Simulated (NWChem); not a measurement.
System: C3H4Se; SMILES C#CC[SeH]

The following NWChem deck was run.

```
start job
memory heap 200 mb stack 900 mb global 1100 mb
geometry units angstroms noautoz
  C      0.586417     2.787740     0.000179
  C     -0.123351     1.806719     0.000189
  C     -0.955766     0.622887     0.000259
  Se     0.175172    -0.997071     0.000587
  H      1.210102     3.662512     0.000303
  H     -1.596043     0.601540    -0.893739
  H     -1.595866     0.601709     0.894397
  H     -0.972234    -1.920203     0.007160
end
basis spherical
  C library 6-31g*
  Se library 6-31g*
  H library 6-31g*
end
dft
  xc hfexch
  iterations 150
  vectors input atomic output neutral.movecs
end
task dft energy
charge 1
dft
  odft
  mult 2
  vectors input atomic output cation.movecs
end
task dft energy
```

Excerpt of the output:

```
             Northwest Computational Chemistry Package (NWChem) 7.3.0
             --------------------------------------------------------

 C1  symmetry detected

                             Geometry "geometry" -> ""
                             -------------------------

 Output coordinates in angstroms (scale by  1.889725989 to convert to a.u.)

  No.       Tag          Charge          X              Y              Z
 ---- ---------------- ---------- -------------- -------------- --------------
    1 C                    6.0000     0.57253701     2.78422269     0.00018111
    2 C                    6.0000    -0.13261726     1.79988017    -0.00009237
    3 C                    6.0000    -0.95946499     0.61215305    -0.00036051
    4 Se                  34.0000     0.17906620    -1.00247740    -0.00012447
    5 H                    1.0000     1.19210805     3.66191320     0.00055638
    6 H                    1.0000    -1.59948940     0.58795357    -0.89446671
    7 H                    1.0000    -1.59960381     0.58781663     0.89366930
    8 H                    1.0000    -0.96399410    -1.93098738     0.00610347

 Effective nuclear repulsion energy (a.u.)     207.1575699013

  xc_inp: hfexch multiplicative factor not found.

                                 NWChem DFT Module
                                 -----------------

 Summary of "ao basis" -> "ao basis" (spherical)
 ------------------------------------------------------------------------------
       Tag                 Description            Shells   Functions and Types
 ---------------- ------------------------------  ------  ---------------------
 C                           6-31g*                  6       14   3s2p1d
 Se                          6-31g*                 12       32   5s4p3d
 H                           6-31g*                  2        2   2s

            General Information
            -------------------
          SCF calculation type: DFT
          Wavefunction type:  closed shell.
          No. of atoms     :     8
          No. of electrons :    56
           Alpha electrons :    28
            Beta electrons :    28
          Charge           :     0
          Spin multiplicity:     1
          Use of symmetry is: off; symmetry adaption is: off
          Maximum number of iterations: 150
          AO basis - number of functions:    82
                     number of shells:    38
          Convergence on energy requested:  1.00D-06
          Convergence on density requested:  1.00D-05
          Convergence on gradient requested:  5.00D-04

              XC Information
              --------------
                     Hartree-Fock (Exact) Exchange  1.000

      Superposition of Atomic Density Guess
      -------------------------------------

 Sum of atomic energies:       -2514.47903587

      Non-variational initial energy
      ------------------------------

 Total energy =   -2516.343733
 1-e energy   =   -3907.881498
 2-e energy   =    1184.380195
 HOMO         =      -0.261109
 LUMO         =       0.020611

   convergence    iter        energy       DeltaE   RMS-Dens  Diis-err
 ---------------- ----- ----------------- --------- --------- ---------
 d= 0,ls=0.0,diis     1  -2515.3303718880 -2.72D+03  9.13D-03  2.85D-01
 d= 0,ls=0.0,diis     2  -2515.3781666586 -4.78D-02  2.92D-03  5.73D-02
 d= 0,ls=0.0,diis     3  -2515.3854065050 -7.24D-03  1.52D-03  8.22D-03
 d= 0,ls=0.0,diis     4  -2515.3866998153 -1.29D-03  3.24D-04  1.00D-03
 d= 0,ls=0.0,diis     5  -2515.3868380522 -1.38D-04  1.11D-04  2.33D-05
  Resetting Diis
 d= 0,ls=0.0,diis     6  -2515.3868446397 -6.59D-06  4.01D-05  2.46D-06
 d= 0,ls=0.0,diis     7  -2515.3868453416 -7.02D-07  1.03D-05  2.08D-07
 d= 0,ls=0.0,diis     8  -2515.3868454046 -6.30D-08  4.61D-06  4.19D-08

         Total DFT energy =    -2515.386845404552
      One electron energy =    -3910.793043832251
           Coulomb energy =     1290.621818866017
    Exchange-Corr. energy =     -102.373190339651
 Nuclear repulsion energy =      207.157569901332

 Numeric. integr. density =        0.000000000000

                       DFT Final Molecular Orbital Analysis
                       ------------------------------------

 Vector   26  Occ=2.000000D+00  E=-3.906476D-01
              MO Center=  1.5D-01,  2.1D+00,  1.1D-04, r^2= 1.9D+00
   Bfn.  Coefficient  Atom+Function         Bfn.  Coefficient  Atom+Function
  ----- ------------  ---------------      ----- ------------  ---------------
     5      0.393681  1 C  pz                19      0.378296  2 C  pz
     9      0.273251  1 C  pz                23      0.272588  2 C  pz
    55     -0.116209  4 Se pz                33     -0.096067  3 C  pz
    37     -0.078381  3 C  pz                78      0.077544  6 H  s
    80     -0.077833  7 H  s                 77      0.073220  6 H  s

 Vector   27  Occ=2.000000D+00  E=-3.797225D-01
              MO Center=  1.4D-01,  1.8D+00,  2.8D-05, r^2= 2.9D+00
   Bfn.  Coefficient  Atom+Function         Bfn.  Coefficient  Atom+Function
  ----- ------------  ---------------      ----- ------------  ---------------
     3      0.302430  1 C  px                17      0.276922  2 C  px
    54     -0.221892  4 Se py                 7      0.213921  1 C  px
     4     -0.212753  1 C  py                18     -0.205055  2 C  py
    21      0.203555  2 C  px                53      0.182406  4 Se px
     8     -0.151638  1 C  py                22     -0.151066  2 C  py

[...]
```

Level: Hartree-Fock/6-31G* (spherical d), vertical spin-unrestricted ions. Geometry: optimised at PBE0/def2-SVP.
